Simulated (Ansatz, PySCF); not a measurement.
Spin states of Cl2W (SMILES [Cl][W][Cl]), each relaxed with B3LYP-D3(BJ)/def2-TZVP.
State 1 (charge 0, multiplicity 5):
```xyz
3

W      0.4833     0.1106     0.0250
Cl    -0.4116     1.5264    -1.5303
Cl    -0.1049    -1.5896     1.4350
```
State 2 (charge 0, multiplicity 1):
```
atom    x (Å)    y (Å)    z (Å)
----  -------  -------  -------
W     -0.0053   0.0169  -0.0229
Cl    -0.1719   1.6220  -1.5527
Cl     0.1440  -1.5915   1.5053
```

Singlets are restricted, other states unrestricted; no spin–orbit coupling, no relativity up to Kr; see below for the cores. The largest T1 diagnostic is 0.023.

Programs: Ansatz (Gaussian orbitals); PySCF for the dispersion terms. Each number belongs to the level named beside it. In def2 rows elements past Kr take small-core potentials, without spin–orbit coupling.

Q: One of these levels gives 39.74 kcal/mol for the energy of the multiplicity-1 state less that of the multiplicity-5 state. Name it.
(A) r2SCAN-D3(BJ)/def2-TZVPP
(B) B97M-V/def2-TZVPP
(C) PBE0/def2-TZVPP
(D) B3LYP/def2-TZVPP

A: A, r2SCAN-D3(BJ)/def2-TZVPP. The others give 26.55 (B97M-V/def2-TZVPP), 22.63 (B3LYP/def2-TZVPP), 34.75 (PBE0/def2-TZVPP)

Ansatz is a first-principles code.
